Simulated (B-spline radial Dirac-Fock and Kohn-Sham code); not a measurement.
# L-shell conversion coefficients of Os against transition energy

Model: a Dirac-Hartree-Slater potential of the neutral atom with a Latter tail (no hole, which puts coefficients of high multipoles low close above an edge), finite nucleus with surface currents. Program: a radial finite-basis atomic code. Subshells within 1 keV of threshold and pair formation are left out.

| energy (keV) | E1 | E2 | E3 | M1 | M3 | M5 |
| --- | --- | --- | --- | --- | --- | --- |
| 16.7 | 7.55 | 17500 | 2.55e+06 | 150 | 1.17e+07 | 4.10e+10 |
| 20 | 4.68 | 7090 | 885000 | 87.7 | 3.60e+06 | 1.09e+10 |
| 20.4 | 4.44 | 6420 | 788000 | 82.7 | 3.16e+06 | 9.42e+09 |
| 24.4 | 2.75 | 2630 | 275000 | 48.5 | 990000 | 2.40e+09 |
| 30 | 1.57 | 941 | 81700 | 26.3 | 264000 | 4.82e+08 |
| 31.6 | 1.36 | 727 | 60200 | 22.5 | 190000 | 3.21e+08 |
| 34.1 | 1.11 | 499 | 38500 | 18.0 | 118000 | 1.76e+08 |
| 43.6 | 0.566 | 148 | 9130 | 8.69 | 25600 | 2.56e+07 |
| 50 | 0.389 | 75.9 | 4100 | 5.81 | 11100 | 8.77e+06 |
| 62.3 | 0.213 | 26.1 | 1140 | 3.04 | 3000 | 1.59e+06 |
| 89 | 0.0799 | 4.74 | 146 | 1.07 | 387 | 104000 |
| 93.9 | 0.0690 | 3.69 | 108 | 0.920 | 287 | 69700 |
| 100 | 0.0581 | 2.75 | 75.5 | 0.767 | 203 | 43600 |
| 114 | 0.0406 | 1.50 | 36.0 | 0.526 | 99.5 | 16600 |
| 127 | 0.0303 | 0.914 | 19.7 | 0.385 | 55.9 | 7550 |
| 180 | 0.0119 | 0.196 | 2.91 | 0.143 | 9.40 | 643 |
| 198 | 0.00929 | 0.131 | 1.75 | 0.109 | 5.89 | 336 |
| 200 | 0.00905 | 0.126 | 1.66 | 0.106 | 5.61 | 314 |
| 216 | 0.00741 | 0.0912 | 1.11 | 0.0857 | 3.88 | 187 |
| 500 | 0.000978 | 0.00440 | 0.0216 | 0.00875 | 0.102 | 1.15 |
| 840 | 0.000333 | 0.00107 | 0.00336 | 0.00227 | 0.0154 | 0.0863 |
| 944 | 0.000266 | 0.000813 | 0.00235 | 0.00168 | 0.0104 | 0.0513 |
| 1000 | 0.000238 | 0.000712 | 0.00199 | 0.00145 | 0.00862 | 0.0400 |
| 1440 | 0.000123 | 0.000326 | 0.000755 | 0.000580 | 0.00280 | 0.00933 |
| 1520 | 0.000112 | 0.000292 | 0.000661 | 0.000506 | 0.00239 | 0.00764 |
| 1610 | 0.000102 | 0.000260 | 0.000576 | 0.000439 | 0.00202 | 0.00621 |
| 2000 | 7.06e-05 | 0.000170 | 0.000350 | 0.000256 | 0.00110 | 0.00295 |

Question: How fast do they fall between 1520 and 2000 keV?

Answer: As powers of the energy: E1 E^-1.69, E2 E^-1.97, E3 E^-2.32, M1 E^-2.48, M3 E^-2.81, M5 E^-3.46. Within one type (E or M) the higher multipoles fall faster.

Values without a named source are computed, but for edge energies of neutral atoms, which are taken from tables.
